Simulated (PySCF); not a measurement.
A calculated (UHF, PySCF 2.14, pcseg-2, no relativity, point nucleus) atom or ion has these occupied shells.

```tsv
shell	electrons	orbital energy (eV)	rms radius, mean of both spins (bohr)
1s α	1	-1590.2	0.140
1s β	1	-1590.1	0.140
2s α	1	-133.26	0.680
2s β	1	-133.16	0.680
2p α	3	-87.299	0.675
2p β	3	-87.109	0.675
3s α	1	-11.533	2.82
3s β	1	-9.881	2.82
3p α	1	-5.825	3.73
```

(1) Name the element and its charge.

Results:

(1) Al (aluminium, neutral), in [Ne] 3s2 3p1, 2P determinant.
